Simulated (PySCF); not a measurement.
CdGeH4, SMILES [GeH3][CdH]. Geometry: PBE0-D3(BJ)/def2-TZVP. The def2 effective core potentials stand for the cores of Cd; spin–orbit coupling is left out.

Method: PBE0-D3(BJ)/def2-TZVP (PySCF 2.14.0).

Harmonic wavenumbers (cm⁻¹): 215, 332, 332, 457, 457, 788, 888, 888, 1768, 2115, 2122, 2122. Rotational constants (GHz): 82.17, 1.631, 1.631; symmetry number 3.

Q: Work out the zero-point energy and the ideal-gas rigid-rotor harmonic-oscillator thermochemistry at 298.15 K and 1 atm.

A: ZPE = ½ Σ hcν = ½ × 12482 cm⁻¹ = 74.66 kJ/mol. H − E(el) = 89.87 kJ/mol. Entropy in J/(mol K): translation 174.12, rotation 94.63, vibration 27.52, total 296.28. G − E(el) = 1.54 kJ/mol. Cp = 72.97 J/(mol K).
